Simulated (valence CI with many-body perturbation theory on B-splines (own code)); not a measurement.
Cr⁺: calculated level list

Level of theory: relativistic CI+MBPT: five valence electrons over a frozen Dirac-Fock core [Ar], radial functions for each j: 7 s, 7 p, 8 d, 6 f, 4 g, 1 h, with the one-electron correlation potential Σ1 (screened to all orders), the two-electron term Σ2, the three-electron term Σ3, Breit, model QED; selected single and double excitations, second order for the rest, scaled by the run's own slope (own B-spline code, finite nucleus).

Set against measurement, 16 paired levels are off by 2020 cm⁻¹ on average, the worst by 3310. These come from a selection out of the NIST Handbook of Basic Atomic Spectroscopic Data. Levels without a partner in it may be off by more, other configurations by 1,000 to 4,000 cm⁻¹. Among the levels kept, up to 2800 cm⁻¹ of a level comes from second order outside the variational space, and about a tenth of that is noise between levels of different J, which matters for small intervals. Only levels of the ground parity were solved; by the run's estimate the other parity begins above the list, which can be wrong where configurations are misplaced.

Levels 1 to 34 of 34, with energies above the lowest level, 3d⁵ ⁶S_5/2. "Leading %" is the weight of the configuration and term that name the level; weights of strongly mixed levels are sums over their largest components and can fall short, so below about 35 % the name and the second component can differ from the true leading terms, or belong to a minority configuration. In the jj column 3d3/2^4 stands for four electrons in 3d with j = 3/2.

```
No.  Configuration  Term     J  E (cm⁻¹)  Leading %                 Leading jj  Second component
  1            3d⁵    ⁶S   5/2       0.0         98     3d3/2^2 3d5/2^3 (42 %)                  
  2          3d⁴4s    ⁶D   1/2      8745         96  3d3/2^2 3d5/2^2 4s (44 %)                  
  3          3d⁴4s    ⁶D   3/2      8859         96    3d3/2^3 3d5/2 4s (39 %)                  
  4          3d⁴4s    ⁶D   5/2      9004         96  3d3/2^2 3d5/2^2 4s (60 %)                  
  5          3d⁴4s    ⁶D   7/2      9139         96    3d3/2 3d5/2^3 4s (44 %)                  
  6          3d⁴4s    ⁶D   9/2      9286         96    3d3/2 3d5/2^3 4s (44 %)                  
  7          3d⁴4s    ⁴D   1/2     16219         89  3d3/2^2 3d5/2^2 4s (32 %)        4 % 3d⁵ ⁴D
  8          3d⁴4s    ⁴D   3/2     16372         89  3d3/2^2 3d5/2^2 4s (45 %)        4 % 3d⁵ ⁴D
  9          3d⁴4s    ⁴D   5/2     16579         89  3d3/2^2 3d5/2^2 4s (44 %)        5 % 3d⁵ ⁴D
 10          3d⁴4s    ⁴D   7/2     16785         89    3d3/2 3d5/2^3 4s (41 %)        5 % 3d⁵ ⁴D
 11            3d⁵    ⁴G   9/2     19822         95     3d3/2^2 3d5/2^3 (63 %)                  
 12            3d⁵    ⁴G   7/2     19826         95     3d3/2^2 3d5/2^3 (42 %)                  
 13            3d⁵    ⁴G   5/2     19832         95     3d3/2^2 3d5/2^3 (38 %)                  
 14            3d⁵    ⁴G  11/2     19844         95     3d3/2^2 3d5/2^3 (49 %)                  
 15            3d⁵    ⁴P   1/2     21582         89     3d3/2^2 3d5/2^3 (47 %)      6 % 3d⁴4s ⁴P
 16            3d⁵    ⁴P   3/2     21600         89     3d3/2^2 3d5/2^3 (48 %)      5 % 3d⁴4s ⁴P
 17            3d⁵    ⁴P   5/2     21637         90       3d3/2 3d5/2^4 (28 %)      5 % 3d⁴4s ⁴P
 18            3d⁵    ⁴D   1/2     24661         90     3d3/2^2 3d5/2^3 (72 %)      4 % 3d⁴4s ⁴D
 19            3d⁵    ⁴D   7/2     24661         89     3d3/2^2 3d5/2^3 (49 %)      5 % 3d⁴4s ⁴D
 20            3d⁵    ⁴D   3/2     24672         89       3d3/2 3d5/2^4 (38 %)      4 % 3d⁴4s ⁴D
 21            3d⁵    ⁴D   5/2     24693         89     3d3/2^2 3d5/2^3 (40 %)      4 % 3d⁴4s ⁴D
 22          3d⁴4s    ⁴H   7/2     26439         95  3d3/2^2 3d5/2^2 4s (41 %)                  
 23          3d⁴4s    ⁴H   9/2     26461         95  3d3/2^2 3d5/2^2 4s (55 %)                  
 24          3d⁴4s    ⁴H  11/2     26521         96  3d3/2^2 3d5/2^2 4s (61 %)                  
 25          3d⁴4s    ⁴H  13/2     26593         96    3d3/2 3d5/2^3 4s (55 %)                  
 26          3d⁴4s    ⁴P   1/2     27439         89          3d3/2^4 4s (38 %)        6 % 3d⁵ ⁴P
 27          3d⁴4s    ⁴P   3/2     27826         90    3d3/2^3 3d5/2 4s (36 %)        5 % 3d⁵ ⁴P
 28          3d⁴4s    ⁴F   3/2     28052         90  3d3/2^2 3d5/2^2 4s (46 %)        5 % 3d⁵ ⁴F
 29          3d⁴4s    ⁴F   5/2     28126         87  3d3/2^2 3d5/2^2 4s (44 %)        7 % 3d⁵ ⁴F
 30          3d⁴4s    ⁴F   7/2     28148         90  3d3/2^2 3d5/2^2 4s (39 %)        4 % 3d⁵ ⁴F
 31          3d⁴4s    ⁴F   9/2     28150         90    3d3/2^3 3d5/2 4s (29 %)                  
 32          3d⁴4s    ⁴P   5/2     28383         91    3d3/2 3d5/2^3 4s (35 %)        4 % 3d⁵ ⁴P
 33            3d⁵    ²I  13/2     29026         96     3d3/2^2 3d5/2^3 (96 %)                  
 34            3d⁵    ²I  11/2     29028         96     3d3/2^2 3d5/2^3 (46 %)
```

The ionisation energy to 3d⁴ ⁵D0 of the next ion comes out as 15.976 eV (NIST: 16.4863 eV (measured), further off than twice its uncertainty). All 34 levels together are meant to be complete up to 29356 cm⁻¹.
